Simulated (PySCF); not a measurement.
A PySCF script (with the pyscf-properties extension) for the NMR shieldings of SMILES C#CCP(C#CC)B(C)C, C8H12BP, on a GFN2-xTB geometry:

```python
import basis_set_exchange as bse
import numpy as np
from pyscf import gto, dft
from pyscf.prop import nmr

atoms = """
C    -0.847470    2.488828   -0.858892
C    -0.693576    2.095770    0.262101
C    -0.486714    1.570238    1.586433
P     0.210932   -0.182973    1.549501
C    -1.064272   -0.963439    0.623507
C    -1.948659   -1.582844    0.088473
C    -3.004870   -2.285292   -0.606842
B     1.578508   -0.043748    0.241985
C     1.707687   -1.178134   -0.842352
C     2.650842    1.107944    0.320524
H    -0.995165    2.853288   -1.830928
H    -1.433726    1.538106    2.133242
H     0.217201    2.196593    2.142348
H    -3.807128   -1.591448   -0.858661
H    -2.620185   -2.726150   -1.527074
H    -3.407667   -3.077749    0.024873
H     1.480085   -2.164657   -0.438842
H     0.962430   -1.004609   -1.620889
H     2.679108   -1.223633   -1.330603
H     3.657036    0.697312    0.409960
H     2.645541    1.682600   -0.606066
H     2.509652    1.813381    1.137353
"""
names = dict.fromkeys(["C", "P", "B", "H"], "pcSseg-1")
basis = {el: gto.basis.parse(bse.get_basis(n, elements=[el], fmt="nwchem")) for el, n in names.items()}
mol = gto.M(atom=atoms, basis=basis, charge=0, verbose=0)
mf = dft.RKS(mol, xc="PBE0")
mf.grids.level = 2
mf.grids.alignment = dft.numint.BLKSIZE   # the property module wants whole blocks of grid points
mf.conv_tol = 1e-9
mf.kernel()

calc = nmr.RKS(mf)   # GIAO
C = mf.mo_coeff
Co = C[:, mf.mo_occ > 0]
resp = mf.gen_response(singlet=True, hermi=2)
def vind(x):   # induced exchange potential for any number of trial vectors
    d = np.einsum("pi,xij,qj->xpq", C, 2 * x.reshape(-1, C.shape[1], Co.shape[1]), Co, optimize=True)
    return np.einsum("xpq,pi,qj->xij", resp(d - d.transpose(0, 2, 1)), C, Co, optimize=True).ravel()
mo1, _ = nmr.rhf.solve_mo1(calc, with_cphf=vind)
sigma = calc.kernel(mo1)
for i, s in enumerate(sigma):   # ppm
    w = np.linalg.eigvalsh((s + s.T) / 2)
    print("%2d %-2s iso %8.1f  s11 %8.1f  s22 %8.1f  s33 %8.1f" % (i, mol.atom_pure_symbol(i), w.mean(), *w))
```

Question: What does it print?

Answer: 
```
 0 C  iso    112.0  s11     38.3  s22     54.7  s33    243.1
 1 C  iso     97.0  s11    -12.8  s22     10.8  s33    292.9
 2 C  iso    170.0  s11    161.5  s22    171.1  s33    177.6
 3 P  iso    374.6  s11    321.8  s22    383.4  s33    418.5
 4 C  iso    106.3  s11     21.3  s22     23.1  s33    274.5
 5 C  iso     75.1  s11    -15.2  s22     -0.8  s33    241.2
 6 C  iso    180.4  s11    172.2  s22    172.5  s33    196.5
 7 B  iso      3.1  s11    -63.7  s22    -48.2  s33    121.0
 8 C  iso    167.8  s11    143.1  s22    174.3  s33    185.9
 9 C  iso    171.7  s11    146.9  s22    181.3  s33    187.0
10 H  iso     30.3  s11     25.2  s22     25.5  s33     40.1
11 H  iso     29.1  s11     24.8  s22     27.1  s33     35.4
12 H  iso     29.0  s11     25.0  s22     26.6  s33     35.4
13 H  iso     29.5  s11     24.3  s22     28.1  s33     36.0
14 H  iso     29.5  s11     24.1  s22     28.3  s33     36.0
15 H  iso     29.5  s11     24.2  s22     27.5  s33     36.8
16 H  iso     30.1  s11     25.6  s22     30.7  s33     34.1
17 H  iso     30.6  s11     26.3  s22     30.5  s33     35.0
18 H  iso     30.5  s11     26.3  s22     29.2  s33     36.0
19 H  iso     30.7  s11     26.3  s22     28.7  s33     37.1
20 H  iso     30.4  s11     27.4  s22     28.7  s33     35.1
21 H  iso     30.2  s11     25.9  s22     31.0  s33     33.8
```

These numbers come from an equivalent density-fitted implementation of the same equations, which agrees with the script to about 0.01 ppm for H and up to a few tenths of a ppm for heavy atoms, so last digits may differ.

Size and cost of the density-fitted run: 237 basis functions, of the order of 2.4 core-minutes.
